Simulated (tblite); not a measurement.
Compound: C4H11FSi2.
Structure used (GFN2-xTB), in Å, numbered top down from 1:
```xyz
18
C4H11FSi2 angstrom
F     -0.8156    1.2719   -1.7754
C     -0.4915    1.4770   -0.4323
C     -1.4223    0.6335    0.4336
C     -1.3690   -0.8614    0.1122
Si     0.2884   -1.6970    0.5255
C      1.6434   -0.7292   -0.3968
Si     1.3869    1.1376   -0.2042
H     -0.7119    2.5374   -0.2555
H     -2.4490    0.9877    0.2901
H     -1.1540    0.8093    1.4778
H     -1.5945   -0.9896   -0.9483
H     -2.1746   -1.3564    0.6571
H      0.5236   -1.6283    1.9755
H      0.2619   -3.1020    0.0976
H      1.6010   -0.9861   -1.4548
H      2.6329   -1.0164   -0.0487
H      1.7277    1.5995    1.1481
H      2.1079    1.9186   -1.2134
```

Calculated harmonic vibrations of the isolated species, GFN2-xTB (tblite), most abundant isotopes, no scaling. This tight-binding method is rough: wavenumbers can miss measured ones by several per cent, in bad cases by 10 to 20. Modes of hydrogen on silicon can be 10 to 20 % off. One conformer, not necessarily the lowest.

Harmonic wavenumbers (cm⁻¹): 73.0, 109.6, 189.6, 216.1, 234.2, 292.3, 338.5, 458.6, 468.0, 540.8, 565.1, 579.9, 618.4, 625.6, 663.2, 700.8, 710.9, 757.4, 763.2, 784.4, 811.7, 818.4, 903.7, 970.3, 997.9, 1007.3, 1114.0, 1118.0, 1146.9, 1167.1, 1262.6, 1288.0, 1310.8, 1346.8, 1447.8, 1479.9, 1488.6, 2197.6, 2216.8, 2221.7, 2250.1, 2896.4, 2932.1, 2967.3, 2975.9, 2986.1, 2987.2, 3006.3.

A = 2194, B = 1637, C = 1151 MHz; mass 134.038 u (most abundant isotopes); point group C1, symmetry number 1.

**Question.** Zero-point energy?

**Answer.** ½Σν̃ = 29503 cm⁻¹ = 84.35 kcal/mol.

**Question.** Entropy at 350 K, 1 bar (ideal gas, RRHO, classical rotation)?

**Answer.** Translation 41.41, rotation 29.22, vibration 28.10: S = 98.7 cal/(mol K).

**Question.** And Cp and H(350 K) − H(0)?

**Answer.** Cp = 43.54 cal/(mol K), of which vibrations give 35.59 (their classical limit is 48 R = 95.4); H(350 K) − H(0) = 8.48 kcal/mol without the zero-point energy, 5.69 from vibrations.

**Question.** Blend soft modes into free rotors: weight 1/[1 + (100 cm⁻¹/ν̃)⁴] for the oscillator and the rest for a rotor with moment μB/(μ + B), μ = h/(8π²ν), B = 10⁻⁴⁴ kg m². What vibrational entropy results?

**Answer.** 27.00 cal/(mol K) in place of 28.10, which changes −T·S at 350 K by +0.38 kcal/mol.

**Question.** Which modes carry the vibrational entropy at 350 K?

**Answer.** 73.0 cm⁻¹: 4.39; 109.6 cm⁻¹: 3.59; 189.6 cm⁻¹: 2.53; 216.1 cm⁻¹: 2.29; 234.2 cm⁻¹: 2.14; 292.3 cm⁻¹: 1.74 cal/(mol K); the other 42 give 11.43 together.

Hindered rotation and anharmonicity are outside this model. Other conformers, if any are populated, would add a mixing term that is left out. The structure is chiral; the term R ln 2 for an equal mix with its mirror image is left out.
